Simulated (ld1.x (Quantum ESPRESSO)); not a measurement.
# What one change does to a pseudopotential (Bi, TM)

ld1.x (Quantum ESPRESSO) 7.5 input, shortened:

```
&input
   title='Bi', zed=83., rel=2, dft='PBE', iswitch=3,
   config='[Xe] 4f14 5d10 6s2 6p3', rel_dist='average'
 /
 &inputp
   pseudotype=2, tm=.true., lloc=0,
   nlcc=.true., new_core_ps=.true., rcore=1.90
 /
2
6P  2  1   3.00   0.00  2.45  2.45  0.0
6S  1  0   2.00   0.00  2.05  2.05  0.0
 &test
   configts(1)='6s2 6p3'
 /
```

Open shells are filled in proportion to 2j + 1 (rel_dist='average').

All-electron outer shells of the reference configuration (PBE, scalar-relativistic, ld1.x):

| shell | level (eV) | outermost node (bohr) | outermost maximum (bohr) |
| --- | --- | --- | --- |
| 5p | -95.86 | 0.48 | 0.86 |
| 5d | -27.08 | 0.51 | 1.03 |
| 6s | -14.48 | 0.98 | 1.88 |
| 6p | -4.57 | 1.14 | 2.44 |

Change: wave 6s (bound): rc 2.05 bohr becomes 6s (bound): rc 2.54 bohr.

Cutoffs: the cutoffs (Ry, on a coarse ladder) from which the occupation-weighted sum of valence levels, in a spherical-Bessel basis at the reference potential, stays within 10 and 1 mRy of its value at 400 Ry; they do not see the model core or the augmentation charge, which bear on the density cutoff. Errors are all-electron minus pseudo energies relative to the spin-unpolarised reference configuration.

Q: How do hardness, ghosts and transferability respond?

A: The potential gets softer (25 Ry and 45 Ry → 18 Ry and 30 Ry); of the 7 tests that both files solve, the error grows in 2 and shrinks in 2 by more than 15 % and 0.3 meV (median size 59.9 → 61.2 meV); neither file shows a bound ghost. A larger radius leaves more room for a smooth pseudo-wave, so fewer plane waves are needed.

```csv
quantity,base,changed
"cutoff, loose",25 Ry,18 Ry
"cutoff, tight",45 Ry,30 Ry
loose cutoff by channel (10 mRy a level),"p 10 Ry, s 21 Ry","p 10 Ry, s 10 Ry"
bound ghosts,none,none
"error for 6s2 6p2, meV [ΔE 8.06 eV]",-9.4,-7.9
"error for 6s2 6p1, meV [ΔE 23.48 eV]",-71,-61
"error for 6s2 6p0, meV [ΔE 47.05 eV]",-256,-226
"error for 6s2 6p3.3, meV [ΔE -1.14 eV]",-0.1,-0.1
"error for 6s0 6p5, meV [ΔE 20.04 eV]",-116,-194
"error for 6s2 6p2.5, meV [ΔE 3.17 eV]",-1.6,-1.3
"error for 6s1 6p3, meV [ΔE 18.65 eV]",-60,-75
```
